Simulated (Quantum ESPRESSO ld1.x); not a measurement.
Neutral tin, 50 electrons, occupied as [Kr] 4d10 5s2 5p1 6p1 (not the ground configuration).

All-electron calculation, Dirac Kohn-Sham, BLYP, spin-unpolarised, spherical densities, point nucleus; open shells are shared between the two j in proportion to 2j + 1. Program: ld1.x of Quantum ESPRESSO 7.5.

Energy parts (eV):
total: -168152
kinetic: 177073
electron-nucleus: -407941
Hartree: 67225
exchange-correlation: -4509

Orbitals (lengths in bohr, moments of r in powers of bohr; r(90%) holds 90 % of the orbital's charge):
orbital      occ.  eigenvalue (eV)      <r^4>  r(90%)      <r>
1s1/2           2       -29004.347  3.405e-06  0.0522  0.02905
2s1/2           2        -4381.225  0.0005912   0.194   0.1251
2p1/2           2        -4093.047  0.0003810   0.173   0.1058
2p3/2           4        -3862.292  0.0004479   0.181   0.1112
3s1/2           2         -848.923    0.02649   0.499   0.3392
3p1/2           2         -731.867    0.02571   0.497   0.3299
3p3/2           4         -689.742    0.02918   0.513   0.3412
3d3/2           4         -482.765    0.02494   0.493   0.3126
3d5/2           6         -474.068    0.02596   0.498   0.3161
4s1/2           2         -138.284     0.8576    1.19   0.8183
4p1/2           2          -99.358      1.139    1.27   0.8654
4p3/2           4          -91.757      1.309    1.32   0.8953
4d3/2           4          -30.927      3.685    1.70    1.089
4d5/2           6          -29.881      3.904    1.72    1.104
5s1/2           2          -14.552      57.73    3.41    2.313
5p1/2    0.333333           -7.446      149.1    4.31    2.866
5p3/2    0.666667           -6.886      175.3    4.48    2.982
6p1/2    0.333333           -1.027      14620    13.6    9.395
6p3/2    0.666667           -0.982      15970    13.9    9.613

The highest occupied level is 6p3/2 at -0.982 eV. The density falls to 0.001 e/bohr^3 at r = 4.26 bohr. Summed over all electrons, <r^2> = 147.7 bohr^2, which gives a Langevin (diamagnetic) susceptibility term of -117 x 10^-6 cm^3/mol.
